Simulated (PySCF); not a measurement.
Compound: C4H3F3.
Structure used (PBE0-D3(BJ)/def2-SVP), in Å, numbered top down from 1:
```
atom  x, y, z in Å
C1     2.2900    0.3177   -0.0581
C2     1.1907   -0.1342    0.1630
C3    -0.1332   -0.6735    0.4256
C4    -1.2421    0.3554    0.3177
F5    -2.4200   -0.2211    0.5769
F6    -1.3072    0.8808   -0.9040
F7    -1.0787    1.3523    1.1855
H8     3.2683    0.7169   -0.2534
H9    -0.1861   -1.1035    1.4383
H10   -0.3718   -1.4814   -0.2842
```

Computed, not measured: core-valence-separated Tamm–Dancoff BHandHLYP/aug-pcX-1 (pcseg-1 on H) in PySCF, non-relativistic, gas phase, PBE0-D3(BJ)/def2-SVP geometry. No empirical shift is added; at this level the pattern usually sits a few eV under experiment.

The lowest roots of each edge with f over 0.003 (five at most, numbered afresh; weaker and dark ones are left out), with transition dipoles (au) in the frame of the coordinates:

| root | edge | E (eV) | μx | μy | μz |
| --- | --- | --- | --- | --- | --- |
| 1 | C | 283.51 | 0.0383 | -0.0871 | 0.0153 |
| 2 | C | 283.75 | 0.0330 | -0.0768 | 0.0139 |
| 3 | C | 283.79 | -0.0118 | -0.0249 | -0.1118 |
| 4 | C | 283.83 | 0.0060 | 0.0129 | 0.0571 |
| 5 | C | 286.08 | 0.0355 | 0.0131 | -0.0066 |
| 6 | F | 687.38 | 0.0379 | 0.0151 | -0.0077 |
| 7 | F | 687.41 | 0.0012 | 0.0264 | 0.0265 |
| 8 | F | 687.42 | 0.0056 | -0.0193 | 0.0290 |
| 9 | F | 687.72 | 0.0224 | 0.0100 | -0.0050 |
| 10 | F | 688.11 | -0.0072 | 0.0112 | -0.0341 |

Task: What are the oscillator strengths?

Result: f = (2/3) ΔE |μ|², with ΔE in hartree (27.2114 eV):

```json
{"root": "1", "ΔE (Eh)": "10.4189", "|μ|² (au)": "0.009284", "f": "0.065", "core hole on": "C1"}
{"root": "2", "ΔE (Eh)": "10.4277", "|μ|² (au)": "0.007180", "f": "0.050", "core hole on": "C2"}
{"root": "3", "ΔE (Eh)": "10.4289", "|μ|² (au)": "0.013260", "f": "0.092", "core hole on": "C1"}
{"root": "4", "ΔE (Eh)": "10.4306", "|μ|² (au)": "0.003458", "f": "0.024", "core hole on": "C2"}
{"root": "5", "ΔE (Eh)": "10.5134", "|μ|² (au)": "0.001476", "f": "0.010", "core hole on": "C1"}
{"root": "6", "ΔE (Eh)": "25.2606", "|μ|² (au)": "0.001725", "f": "0.029", "core hole on": "F5"}
{"root": "7", "ΔE (Eh)": "25.2619", "|μ|² (au)": "0.001403", "f": "0.024", "core hole on": "F6/F7"}
{"root": "8", "ΔE (Eh)": "25.2623", "|μ|² (au)": "0.001246", "f": "0.021", "core hole on": "F6/F7"}
{"root": "9", "ΔE (Eh)": "25.2732", "|μ|² (au)": "0.000625", "f": "0.011", "core hole on": "F5"}
{"root": "10", "ΔE (Eh)": "25.2876", "|μ|² (au)": "0.001340", "f": "0.023", "core hole on": "F6/F7"}
```

Task: Molecules are fixed in this frame and the field points along (1, 1, 0)/√2. What effective strengths 3 f cos²θ do the roots have (θ between field and μ)?

Result: root 1 (C1): 0.025, root 2 (C2): 0.020, root 3 (C1): 0.014, root 4 (C2): 0.004, root 5 (C1): 0.025, root 6 (F5): 0.071, root 7 (F6/F7): 0.019, root 8 (F6/F7): 0.005, root 9 (F5): 0.027, root 10 (F6/F7): 0.000. Root 6 is the strongest. Averaged over all orientations cos²θ is 1/3, which gives f back.

